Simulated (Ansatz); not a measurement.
```yaml
crystal:
  periodic: [false, false, false]
  atoms:
    - {symbol: B, position_ang: [-1.178468, 1.040875, -0.574987]}
    - {symbol: B, position_ang: [0.258408, 0.207998, -0.323004]}
    - {symbol: Si, position_ang: [0.375073, -1.141819, 1.118876]}
    - {symbol: S, position_ang: [1.666918, 0.471902, -1.316217]}
    - {symbol: H, position_ang: [-2.096429, 0.623872, -1.263616]}
    - {symbol: H, position_ang: [-1.418063, 1.996557, 0.048867]}
    - {symbol: H, position_ang: [1.674101, -1.753339, 1.146198]}
    - {symbol: H, position_ang: [-0.650956, -2.292040, 0.852879]}
    - {symbol: H, position_ang: [0.090722, -0.638266, 2.394031]}
    - {symbol: D, position_ang: [1.370461, 1.377464, -2.206987]}
basis:
  gaussian: {orbitals: def2-mTZVPP, fitting: {mean_field: cc-pVTZ-jkfit}, final_grid: {core_spheres: 20, valence_spheres: 16, degree: 47}}
hamiltonian: {xc: {name: wPBEh}}
```

```sh
$ ansatz run in.yaml --threads 2 --pin off --events-out ev --progress --plain --max-ram 4352MiB
```

Shortened log:

```
Error: YAML parse error: error: line 13 column 16: `D` is not an element symbol (H … Og, case-exact)
11 |     - {symbol: H, position_ang: [-0.650956, -2.292040, 0.852879]}
12 |     - {symbol: H, position_ang: [0.090722, -0.638266, 2.394031]}
13 |     - {symbol: D, position_ang: [1.370461, 1.377464, -2.206987]}
14 | basis:
15 |   gaussian: {orbitals: def2-mTZVPP, fitting: {mean_field: cc-pVTZ-jkfit}, final_…
```

Q: Something in this input is off. What?

A: An element symbol is wrong. The program refused the input.
